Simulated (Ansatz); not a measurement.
Ansatz (a first-principles code) input (CCSD(T)/6-31G*):

Ansatz 0.2 input:
```yaml
crystal:
  periodic: [false, false, false]
  atoms:
    - {symbol: B, position_ang: [-0.69550610, 0.84456933, -0.96910073]}
    - {symbol: H, position_ang: [-1.34476674, 0.15754573, -1.73723420]}
    - {symbol: O, position_ang: [-0.52308448, 2.08483335, -0.86299569]}
    - {symbol: Se, position_ang: [0.23658860, -0.62929762, 0.36130393]}
    - {symbol: H, position_ang: [0.96296081, 0.33705993, 1.20236960]}
basis:
  gaussian:
    orbitals: 6-31G*
total_charge: -1
magnetization: {spin_polarized: false}
correlation: {method: ccsd_t, electrons: outside_noble_gas}
```

Output:

```
Functional definition: HF
integrals: 0.04 GiB planned
661 factors; integrals over basis functions are off by at most 8.3e-4 eV
mean field: 0.21 GiB planned
mean field evaluation 1: about -68035.5496 eV, gradient 2.5e1 eV
mean field evaluation 2: about -68035.5687 eV, gradient 2.5e1 eV
mean field evaluation 4: about -68037.3518 eV, gradient 3.1e0 eV
mean field evaluation 8: about -68037.3950 eV, gradient 1.6e-3 eV
mean field evaluation 16: about -68037.3894 eV, gradient 9.2e-1 eV
mean field -68037.39498569 eV, -2500.3281483213 hartree, gradient 3.3e-6 eV, S^2 0.000000; 0 other end points of the search recorded, 0 dependent functions left out
16 core orbitals not correlated
reference -68037.39498569 eV, -2500.3281483213 hartree; 9, 9 occupied and 44, 44 virtual orbitals, 661 factors
second order -10.31791953 eV of doubles, -0.00000000 eV of singles
coupled cluster: 0.11 GiB planned
cycle   1  -10.49239087 eV  change   -1.7e-1 eV  update   1.0e-1
cycle   2  -10.81060698 eV  change   -3.2e-1 eV  update   3.2e-2
cycle   3  -10.91107852 eV  change   -1.0e-1 eV  update   1.9e-2
cycle   4  -10.90752734 eV  change    3.6e-3 eV  update   4.3e-3
cycle   5  -10.90612820 eV  change    1.4e-3 eV  update   1.9e-3
cycle   6  -10.90662671 eV  change   -5.0e-4 eV  update   5.8e-4
cycle   7  -10.90639761 eV  change    2.3e-4 eV  update   2.0e-4
cycle   8  -10.90635293 eV  change    4.5e-5 eV  update   6.7e-5
cycle   9  -10.90638447 eV  change   -3.2e-5 eV  update   2.5e-5
cycle  10  -10.90638288 eV  change    1.6e-6 eV  update   9.7e-6
perturbative correction -0.33446106 eV, -0.0122912174 hartree
Total energy: -68048.63582963 eV, -2500.7412417170 hartree
```

It need not be the lowest isomer of its formula. Whether it binds its extra electron was not tested at this geometry.
